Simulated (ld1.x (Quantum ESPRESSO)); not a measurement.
## Ru: variants of one TM potential

Base potential:

ld1.x (Quantum ESPRESSO) 7.5 input, shortened:

```
&input
   title='Ru', zed=44., rel=2, dft='PZ', iswitch=3,
   config='[Kr] 4d7 5s1 5p0', rel_dist='average'
 /
 &inputp
   pseudotype=2, tm=.true., lloc=1,
   nlcc=.false.
 /
3
4S  1  0   2.00   0.00  1.40  1.40  0.0
4D  3  2   7.00   0.00  1.25  1.25  0.0
4P  2  1   6.00   0.00  1.80  1.80  0.0
 &test
   configts(1)='4s2 4p6 4d7 5s1 5p0'
 /
```

Open shells are filled in proportion to 2j + 1 (rel_dist='average').

Occupied shells without a wave of their own: 5s. They enter only through the test configuration that unscreens the potential.

All-electron outer shells of the reference configuration (LDA (PZ), scalar-relativistic, ld1.x):

```
shell  level (eV)  outermost node (bohr)  outermost maximum (bohr)
   3p     -446.91                   0.16                      0.36
   3d     -273.50                      –                      0.30
   4s      -76.44                   0.48                      0.91
   4p      -46.53                   0.49                      0.98
   4d       -5.40                   0.48                      1.21
   5s       -4.52                   1.24                      2.73
   5p       -1.04                   1.41                      3.82
```

Cutoffs, loose and tight: the cutoffs (Ry, on a coarse ladder) from which the occupation-weighted sum of valence levels, in a spherical-Bessel basis at the reference potential, stays within 10 and 1 mRy of its value at 400 Ry. They do not see the model core or the augmentation charge, which bear on the density cutoff. Test errors are all-electron minus pseudo excitation energies from the reference, over the configurations 4s2 4p6 4d7 5s0 5p0; 4s2 4p6 4d6 5s0 5p0; 4s2 4p6 4d5 5s0 5p0; 4s2 4p6 4d8 5s0 5p0; 4s1 4p6 4d7 5s1 5p0; 4s2 4p6 4d6 5s2 5p0; 4s2 4p6 4d7.5 5s0.5 5p0. A dash means not determined; rows that change the core or the reference have their own tests.

Cutoffs are not given where the Bessel-basis levels miss the radial ones by over 6 mRy, ghosts where they miss by over 20 mRy; a channel whose overlap is not positive is not tested.

On the changes marked as counting shells twice: ld1.x takes every shell without a wave as core, so the model core holds the marked electrons as well and exchange and correlation see them twice. This cancels in the reference configuration, but the file is broken for other ones, and its errors say nothing about a proper core correction.

```csv
change,outcome,"cutoff, loose","cutoff, tight",bound ghosts,largest test error (meV)
base,"generated, misses its reference levels by 2.32 eV",–,–,not determined,-830
"core [Kr], valence charge 8; reference 4d7 5s1 5p0; waves now 5p (bound): rc 2.90 bohr; 4d (bound): rc 1.40 bohr; 5s (bound): rc 2.35 bohr; local potential the s channel; core correction Bessel-smoothed model core inside 1.15 bohr",generated,55 Ry,70 Ry,none,-1785
wave 4d (bound): rc 1.25 bohr becomes 4d (bound): rc 1.76 bohr,"generated, misses its reference levels by 2.32 eV",–,–,not determined,-833
"core correction full core density, not smoothed (it rises at the typed radius of 1.54 bohr, so ld1.x skipped the fit) (5s counted twice)","generated, misses its reference levels by 2.32 eV",–,–,not determined,-1295
functional PBEsol,"generated, misses its reference levels by 2.29 eV",–,–,not determined,-829
"type ultrasoft; waves now 4s (bound): rcut 1.30, rcutus 1.40 bohr; 5s (bound): rcut 1.30, rcutus 1.40 bohr; 4p (bound): rcut 1.55, rcutus 1.80 bohr; 5p (bound): rcut 1.55, rcutus 1.80 bohr; 4d (bound): rcut 1.10, rcutus 1.25 bohr; 4d channel at 3 Ry: rcut 1.10, rcutus 1.25 bohr; local potential all-electron potential smoothed inside 1.25 bohr (lloc = -2); augmentation built from norm-conserving waves at rcut, not smoothed further","generated, misses its reference levels by 0.99 eV",–,–,not determined,test run stopped at test 1 of 7 (negative rho)
```

Problem. What comes out with this change to the base: all radii scaled by about 0.87 (s 1.22, p 1.56, d 1.08 bohr)?

Solution. outcome: generated, misses its reference levels by 2.32 eV; bound ghosts: not determined; largest test error (meV): -353.

Problem. What comes out with this change to the base: local potential all-electron potential smoothed inside 1.50 bohr (lloc = -1)?

Solution. outcome: generated; cutoff, loose: 80 Ry; cutoff, tight: 120 Ry; bound ghosts: none; largest test error (meV): -90.

Problem. What comes out with this change to the base: wave 4s (bound): rc 1.40 bohr becomes 4s (bound): rc 1.28 bohr?

Solution. outcome: generated, misses its reference levels by 2.32 eV; bound ghosts: not determined; largest test error (meV): -591.
